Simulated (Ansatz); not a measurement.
Two isomers of C2H5ClF2Si: A = `FC[SiH](F)CCl`, B = `C[C@H](F)[Si@H](F)Cl`.

Calculated with Ansatz (gas phase, PBE0-D4/def2-TZVP geometries, no zero-point term in ΔE). CCSD(T)/CBS adds triple-zeta CCSD(T) − MP2 to the extrapolated MP2 energy (def2 sets, frozen cores). DFT in def2-TZVPP. Each species was taken in one conformer, which may not be the lowest.

Which isomer does CCSD(T)/CBS put lower? Give the gap. (Estimate.)

Ansatz gave: B, by 146.1 kJ/mol.

Give E(B) − E(A) in kJ/mol with B2PLYP, MP2/def2-TZVPP, PBE-D4, r2SCAN-D4, HF/def2-TZVPP, CCSD(T)/def2-TZVPP, PBE0-D4. (Estimate.)

The calculation gave: B2PLYP -145.8, MP2/def2-TZVPP -149.8, PBE-D4 -140.8, r2SCAN-D4 -149.4, HF/def2-TZVPP -150.8, CCSD(T)/def2-TZVPP -145.2, PBE0-D4 -144.7. None reverses the order clearly.

Largest T1 diagnostic: 0.011.

From PBE to PBE0 (25 % exact exchange), in def2-TZVPP and without D4, E(B) − E(A) moves by −3.9 kJ/mol.
